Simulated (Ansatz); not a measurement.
Total energies of `c1c[se]c(-c2ccc(-c3ccc(-c4ccc[se]4)[se]3)[se]2)c1` from Ansatz at PBE0-D4/def2-TZVP, gas phase (1 Eh = 27.2114 eV = 2625.5 kJ/mol). The reference geometry is relaxed at PBE-D4/def2-SVP.

```json
{"state": "charge 0 singlet", "geometry": "reference", "energy (Eh)": "-10220.29002"}
{"state": "charge 1 doublet", "geometry": "reference", "energy (Eh)": "-10220.05335"}
{"state": "charge -1 doublet", "geometry": "reference", "energy (Eh)": "-10220.33967"}
{"state": "free C atom (triplet)", "geometry": "–", "energy (Eh)": "-37.80537"}
{"state": "free Se atom (triplet)", "geometry": "–", "energy (Eh)": "-2401.20505"}
{"state": "free H atom (doublet)", "geometry": "–", "energy (Eh)": "-0.50104"}
```

Single mean-field runs in def2-TZVP are fitted with def2-universal-jkfit.

Work out the vertical ionisation energy to the doublet.

E(charge 1 doublet) − E(charge 0 singlet) = -10220.05335 − (-10220.29002) = 0.23667 Eh = 6.44 eV. For comparison, −ε of the highest occupied level is 5.32 eV at this level, 1.12 eV less.

Work out the vertical electron affinity, to the doublet.

E(charge 0 singlet) − E(charge -1 doublet) = -10220.29002 − (-10220.33967) = 0.04965 Eh = 1.35 eV. The basis lacks diffuse functions, which makes affinities too small.

Give the fundamental gap IE − EA, the Mulliken electronegativity (IE + EA)/2 and the hardness (IE − EA)/2.

From the values in Eh: IE − EA = 0.23667 − 0.04965 = 0.18702 Eh = 5.09 eV; (IE + EA)/2 = 3.90 eV; (IE − EA)/2 = 2.54 eV. The HOMO–LUMO gap of the same run is 2.93 eV, 2.16 eV smaller than the fundamental gap.

What is the binding energy per atom against free atoms?

Atoms: 16 × (-37.80537) + 4 × (-2401.20505) + 10 × (-0.50104) = -10214.71652 Eh. Binding: -10214.71652 − (-10220.29002) = 5.57350 Eh = 151.66 eV, or 5.06 eV for each of 30 atoms (no zero-point energy, no counterpoise term).
